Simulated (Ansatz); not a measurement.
Ansatz (a program for electronic structure) input (PBE/def2-TZVPD):

Ansatz 0.2 input:
```yaml
crystal:
  periodic: [false, false, false]
  atoms:
    - {symbol: F, position_ang: [1.99408813, 0.85124050, -1.16007611]}
    - {symbol: C, position_ang: [1.11058969, 0.57522743, -0.20001864]}
    - {symbol: F, position_ang: [1.75114245, 0.27635627, 0.93809073]}
    - {symbol: C, position_ang: [0.03531028, -0.38333829, -0.58917104]}
    - {symbol: C, position_ang: [-1.07511910, -0.45847321, 0.43852553]}
    - {symbol: F, position_ang: [-1.76084594, 0.72068161, 0.47915778]}
    - {symbol: F, position_ang: [-1.95827112, -1.43237000, 0.06593084]}
    - {symbol: H, position_ang: [0.46293218, -1.38704139, -0.71052836]}
    - {symbol: H, position_ang: [-0.39179036, -0.07406391, -1.54299181]}
    - {symbol: H, position_ang: [-0.73084883, -0.68256577, 1.44957600]}
basis:
  gaussian:
    orbitals: def2-TZVPD
hamiltonian:
  xc: {name: PBE}
magnetization: {spin_polarized: true, initial_magnetization: 1}
output: {forces: true}
```

End of the output:

```
integrals: 0.27 GiB planned
1463 factors; their error is unknown
0.47 GiB of the device are held for the grids
1.85 GiB of device memory are held for the factors and their scratch space
mean field: 2.04 GiB planned
mean field evaluation 1: about -14011.2728 eV, gradient 4.1e1 eV
mean field evaluation 2: about -14006.7289 eV, gradient 5.0e1 eV
mean field evaluation 4: about -14017.7668 eV, gradient 2.6e0 eV
mean field evaluation 8: about -14017.7845 eV, gradient 7.7e-2 eV
mean field evaluation 16: about -14017.7489 eV, gradient 2.5e-4 eV
mean field -14017.74892564 eV, -515.1427714458 hartree, gradient 1.5e-5 eV, S^2 0.751980; 0 other end points of the search recorded, 0 dependent functions left out
the calculation of the forces begins
reference -14017.74899211 eV, -515.1427738886 hartree; 29, 28 occupied and 269, 270 virtual orbitals, 1463 factors
Total energy: -14017.74899211 eV, -515.1427738886 hartree
Atom 0 at     1.994088     0.851240    -1.160076 Å, force     0.281978     0.118169    -0.330910 eV/Å
Atom 1 at     1.110590     0.575227    -0.200019 Å, force    -0.348044     0.033977    -0.022086 eV/Å
Atom 2 at     1.751142     0.276356     0.938091 Å, force     0.192087    -0.077772     0.373443 eV/Å
Atom 3 at     0.035310    -0.383338    -0.589171 Å, force     0.073875     0.151933     0.154186 eV/Å
Atom 4 at    -1.075119    -0.458473     0.438526 Å, force     0.159255     0.022244    -0.143204 eV/Å
Atom 5 at    -1.760846     0.720682     0.479158 Å, force    -0.201770     0.377119     0.033645 eV/Å
Atom 6 at    -1.958271    -1.432370     0.065931 Å, force    -0.274007    -0.340113    -0.106746 eV/Å
Atom 7 at     0.462932    -1.387041    -0.710528 Å, force     0.109498    -0.288408    -0.040654 eV/Å
Atom 8 at    -0.391790    -0.074064    -1.542992 Å, force    -0.115368     0.078687    -0.258748 eV/Å
Atom 9 at    -0.730849    -0.682566     1.449576 Å, force     0.122496    -0.075834     0.341074 eV/Å
Dipole moment:     0.113153    -0.217011    -0.056960 e Å
```

It need not be the lowest isomer of its formula.
